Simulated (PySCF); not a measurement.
Electronic structure of B⁺ (boron, charge +1) at the B97-3 level

Configuration: [He] 2s1 3s1, high-spin 3S determinant (an excited configuration). All numbers are calculated (PySCF 2.14, no relativity, point nucleus, in aug-cc-pVTZ).

* Total energy: -23.7603 hartree
* One-electron energy: -28.8235 hartree
* Hartree (Coulomb) energy: 8.4662 hartree
* Exchange-correlation energy: -3.4030 hartree
* Kinetic energy: 23.61667 hartree
* ⟨S²⟩: 2.0000
* ⟨L²⟩: 0.000
* Sum of ⟨r⟩: 7.137 bohr
* Sum of ⟨r²⟩: 30.40 bohr²
* Density at the nucleus (Gaussians lack the cusp): 68.6 bohr⁻³
* Spin density at the nucleus: 2.58 bohr⁻³
* Langevin diamagnetic susceptibility: -24.1 ×10⁻⁶ cm³/mol

| shell | electrons | mean orbital energy (hartree) | rms radius, mean of both spins (bohr) |
| --- | --- | --- | --- |
| 1s α | 1 | -7.80365 | 0.380 |
| 1s β | 1 | -7.76909 | 0.380 |
| 2s α | 1 | -1.01982 | 1.78 |
| 3s α | 1 | -0.28289 | 5.19 |

The outer electron is Rydberg-like, and this basis confines it to a smaller radius and binds it less than a complete one would.
